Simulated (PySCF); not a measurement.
Species: C5H14P2S.
Z-matrix (Å and degrees, PBE0-D3(BJ)/def2-SVP geometry), rows numbered from 1:
```
C 
C   1  1.5199
P   2  1.8380  1  116.81
P   3  2.2343  2  102.27  1    56.90
S   3  1.9541  2  113.03  1  -176.05
C   3  1.8540  2  106.25  1   -50.18
C   6  1.5240  3  109.60  2   -62.14
C   6  1.5236  3  109.74  2   174.44
H   1  1.1004  2  111.83  3    64.08
H   1  1.1011  2  111.96  3   -56.76
H   1  1.1006  2  110.35  3  -176.53
H   2  1.1024  1  112.20  3  -120.63
H   2  1.1021  1  112.10  3   120.70
H   4  1.4257  3   91.83  2   161.44
H   4  1.4281  3   91.16  2    68.54
H   6  1.1045  3  105.60  2    56.49
H   7  1.1006  6  112.38  3    63.35
H   7  1.1011  6  110.18  3   -57.23
H   7  1.1011  6  110.08  3  -176.70
H   8  1.1010  6  110.11  3   176.96
H   8  1.1010  6  110.27  3    57.20
H   8  1.1010  6  112.16  3   -63.34
```

Method: PySCF, PBE0-D3(BJ)/def2-SVP geometry optimisation, gas phase.

Take the most abundant isotopes and a rigid rotor. The values belong to one conformer with, in the numbering `[CH3:1][CH2:2][P@@:3]([PH2:4])(=[S:5])[CH:6]([CH3:7])[CH3:8]`, C1–C2–P3–P4 57°, C2–P3–P4–H 161° and 69°, C2–P3–C6–C7 -62°.

(1) What are A, B and C (GHz)?

(2) What kind of rotor is it?

(3) Is it planar, by Δ = Ic − Ia − Ib?

(4) Give the coordinates in the principal-axis frame, origin at the centre of mass.

(5) List the rotational levels J(Ka,Kc) to J = 4 (K).

(6) Which lines would a microwave search look for?

(7) Estimate the classical rotational partition function at 10 K, 100 K and 200 K.

## Answers

(1) Ia = 452.21, Ib = 502.66, Ic = 554.36 u·Å²; 505379 MHz·u·Å²/I gives 1118, 1005 and 911.6 MHz, that is A = 1.1176, B = 1.0054, C = 0.9116 GHz.

(2) An asymmetric top: κ = (2 × 1005 − 1118 − 911.6)/(1118 − 911.6) = -0.09.

(3) Not planar: Δ = Ic − Ia − Ib = -400.52 u·Å². For a rigid frame Δ = −2 Σ m c², so Σ m c² = 200.26 u·Å² lies off the ab plane: 29.58 from hydrogen and 170.68 from heavier atoms. The atom farthest from that plane is 2.56 Å away.

(4) The sense of each axis is arbitrary; atoms in the order of the calculation.
| atom | mass (u) | a (Å) | b (Å) | c (Å) |
| --- | --- | --- | --- | --- |
| C1 | 12.000 | 1.800 | -2.109 | -0.562 |
| C2 | 12.000 | 1.025 | -1.026 | -1.295 |
| P3 | 30.974 | 0.067 | 0.153 | -0.260 |
| P4 | 30.974 | 1.642 | 0.996 | 1.082 |
| S5 | 31.972 | -0.983 | 1.419 | -1.316 |
| C6 | 12.000 | -0.941 | -0.880 | 0.904 |
| C7 | 12.000 | -1.908 | -1.750 | 0.110 |
| C8 | 12.000 | -1.666 | 0.022 | 1.895 |
| H9 | 1.008 | 1.131 | -2.794 | -0.020 |
| H10 | 1.008 | 2.507 | -1.686 | 0.169 |
| H11 | 1.008 | 2.381 | -2.713 | -1.275 |
| H12 | 1.008 | 0.284 | -1.446 | -1.995 |
| H13 | 1.008 | 1.683 | -0.388 | -1.907 |
| H14 | 1.008 | 0.826 | 2.118 | 1.410 |
| H15 | 1.008 | 2.256 | 1.672 | -0.016 |
| H16 | 1.008 | -0.215 | -1.513 | 1.444 |
| H17 | 1.008 | -1.387 | -2.470 | -0.539 |
| H18 | 1.008 | -2.551 | -1.121 | -0.525 |
| H19 | 1.008 | -2.551 | -2.323 | 0.795 |
| H20 | 1.008 | -2.309 | -0.581 | 2.555 |
| H21 | 1.008 | -2.297 | 0.748 | 1.360 |
| H22 | 1.008 | -0.967 | 0.582 | 2.535 |

(5) Above 0(0,0), as E/k:
J = 1: 1(0,1) 0.092, 1(1,1) 0.097, 1(1,0) 0.102
J = 2: 2(0,2) 0.274, 2(1,2) 0.277, 2(1,1) 0.290, 2(2,1) 0.307, 2(2,0) 0.308
J = 3: 3(0,3) 0.544, 3(1,3) 0.545, 3(1,2) 0.572, 3(2,2) 0.583, 3(2,1) 0.590, 3(3,1) 0.622, 3(3,0) 0.622
J = 4: 4(0,4) 0.901, 4(1,4) 0.902, 4(1,3) 0.943, 4(2,3) 0.949, 4(2,2) 0.968, 4(3,2) 0.992, 4(3,1) 0.996, 4(4,1) 1.044, 4(4,0) 1.044
The levels of one J sum to (2J + 1)J(J + 1)(A + B + C)/3.

(6) The dipole components are |μa| = 1.60 D, |μb| = 2.95 D, |μc| = 1.55 D. The squared components, which scale the intensities, stand as 0.29 : 1.00 : 0.28 (a : b : c). Some of the stronger lines:

| type | branch | J(Ka,Kc) | MHz | lower level (cm⁻¹) |
| --- | --- | --- | --- | --- |
| c | Q | 2(2,1) ← 2(1,1) | 336 | 0.202 |
| b | Q | 2(1,1) ← 2(0,2) | 339 | 0.191 |
| b | Q | 2(2,0) ← 2(1,1) | 376 | 0.202 |
| b | Q | 2(2,1) ← 2(1,2) | 618 | 0.192 |
| a | R | 1(0,1) ← 0(0,0) | 1917 | 0.000 |
| b | R | 1(1,1) ← 0(0,0) | 2029 | 0.000 |
| c | R | 1(1,0) ← 0(0,0) | 2123 | 0.000 |
| b | R | 2(0,2) ← 1(1,1) | 3683 | 0.068 |
| a | R | 2(1,2) ← 1(1,1) | 3740 | 0.068 |
| a | R | 2(0,2) ← 1(0,1) | 3795 | 0.064 |
| b | R | 2(1,2) ← 1(0,1) | 3853 | 0.064 |
| a | R | 2(1,1) ← 1(1,0) | 3928 | 0.071 |
| c | R | 2(1,1) ← 1(0,1) | 4134 | 0.064 |
| b | R | 2(2,1) ← 1(1,0) | 4264 | 0.071 |
| c | R | 2(2,0) ← 1(1,0) | 4303 | 0.071 |
| c | R | 2(2,1) ← 1(1,1) | 4358 | 0.068 |
| b | R | 2(2,0) ← 1(1,1) | 4397 | 0.068 |

(7) Point group C1, symmetry number σ = 1; q = (√π/σ)·√((kT/h)³/(ABC)), k/h = 20836.6 MHz/K: 5270 at 10 K, 167000 at 100 K, 471000 at 200 K.

Not checked by PBE0-D3(BJ)/def2-SVP frequencies. Zero-point vibration and centrifugal distortion are left out. A rigid rotor knows nothing of internal rotation, which can split or shift real lines.
